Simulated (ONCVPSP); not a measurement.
Plane-wave convergence, ONCV potential for Sr

ONCVPSP 4.0.1 input, shortened (lines: element, Z, core and valence counts, functional; n l f; lmax; l rc ep ncon nbas qcut; lloc lpopt rc5 dvloc0; l nproj debl; icmod fcfact rcfact), BLYP, scalar-relativistic:

```
  Sr 38.00    6    4  -106131      upf
    1    0    2.00
    2    0    2.00
    2    1    6.00
    3    0    2.00
    3    1    6.00
    3    2   10.00
    4    0    2.00
    4    1    6.00
    4    2    1.00
    5    0    1.00
    3
    0    2.00    0.00    4    7    7.70
    1    2.45    0.00    4    7    5.80
    2    3.45    0.00    4    8    3.80
    3    2.80    0.32    4    9    3.60
    4    5    1.45    2.00
    0    2    2.70
    1    2    1.00
    2    2    1.40
    3    1    2.20
    0    0.00    0.00
```

Question: For each optimised wave give the share of its norm inside rc, the residual kinetic energy above qcut (Ha) and the cutoffs (Ha) for errors of 10, 1, 0.1 and 0.01 mHa per electron.

Answer:

```json
{"wave": "4s", "norm inside rc": "0.902", "residual KE": "4.7e-08", "10 mHa": "12.4", "1 mHa": "16.7", "0.1 mHa": "20.3", "0.01 mHa": "23.4"}
{"wave": "5s", "norm inside rc": "0.040", "residual KE": "6.5e-09", "10 mHa": "8.0", "1 mHa": "13.6", "0.1 mHa": "18.0", "0.01 mHa": "21.6"}
{"wave": "4p", "norm inside rc": "0.915", "residual KE": "1.6e-08", "10 mHa": "6.2", "1 mHa": "8.3", "0.1 mHa": "10.2", "0.01 mHa": "11.9"}
{"wave": "p projector 2", "norm inside rc": "0.136", "residual KE": "2.2e-07", "10 mHa": "5.2", "1 mHa": "7.3", "0.1 mHa": "8.9", "0.01 mHa": "10.5"}
{"wave": "4d", "norm inside rc": "0.488", "residual KE": "1.4e-05", "10 mHa": "3.9", "1 mHa": "5.2", "0.1 mHa": "6.5", "0.01 mHa": "8.0"}
{"wave": "d projector 2", "norm inside rc": "0.236", "residual KE": "1.0e-03", "10 mHa": "5.8", "1 mHa": "7.5", "0.1 mHa": "21.4", "0.01 mHa": "26.2"}
{"wave": "f projector 1", "norm inside rc": "0.070", "residual KE": "1.4e-04", "10 mHa": "2.1", "1 mHa": "4.6", "0.1 mHa": "7.3", "0.01 mHa": "36.9"}
```

The occupied waves need 17 Ha and 20 Ha for 1 and 0.1 mHa. 1 of 4 tests not solved or not reliable.
